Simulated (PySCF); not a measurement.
# Magnetisability: `F/C=C(\F)C#CC(F)F`, C5H2F4

Geometry:
```tsv
atom	x (Å)	y (Å)	z (Å)
F1	-2.758	-2.588	0.285
C2	-1.628	-1.903	0.144
C3	-1.534	-0.593	0.381
F4	-2.586	0.139	0.784
C5	-0.321	0.110	0.221
C6	0.659	0.802	0.118
C7	1.912	1.521	-0.048
F8	2.367	1.418	-1.321
F9	2.878	1.003	0.750
H10	-0.789	-2.500	-0.179
H11	1.807	2.593	0.193
```

The calculation used GIAO B3LYP/pcSseg-1 magnetisability, rotational g tensor and spin-rotation constants, non-relativistic, gas phase in PySCF. Geometry: GFN2-xTB.

Task: How diamagnetic is it, and how anisotropic?

Result: Isotropic -1014 × 10⁻³⁰ J/T², or -61.0 × 10⁻⁶ cm³/mol; principal values -1046, -1039, -956 × 10⁻³⁰ J/T², anisotropy 86 × 10⁻³⁰ J/T² (root of half the summed squared differences of the principal values). The susceptibility is in cgs units.

Task: Split it along the inertial axes a, b, c into diamagnetic and paramagnetic parts about the centre of mass, with the quadrupole moment.

Result: 
| axis | χ (10⁻⁶ cm³/mol) | diamagnetic (10⁻⁶ cm³/mol) | paramagnetic (10⁻⁶ cm³/mol) | summed x² of all electrons (Å²) | quadrupole Θ (D Å) |
| --- | --- | --- | --- | --- | --- |
| a | -62.8 | -346.1 | 283.3 | 431.6 | -6.74 |
| b | -57.7 | -1965.6 | 1907.9 | 49.8 | +6.86 |
| c | -62.5 | -2042.3 | 1979.7 | 31.8 | -0.12 |

Anisotropies 2χaa − χbb − χcc = -5.4 and 2χbb − χaa − χcc = +9.9 × 10⁻⁶ cm³/mol. Θ is traceless in Buckingham's convention.

Task: And the rotational g tensor?

Result: 
| axis | rotational constant (GHz) | g | nuclear part | electronic part |
| --- | --- | --- | --- | --- |
| a | 4.0941 | -0.0429 | 0.5020 | -0.5449 |
| b | 0.5563 | -0.0093 | 0.4894 | -0.4986 |
| c | 0.5364 | -0.0067 | 0.4922 | -0.4989 |

Asymmetric top; isotopes 12C, 19F, 1H; no vibrational averaging.
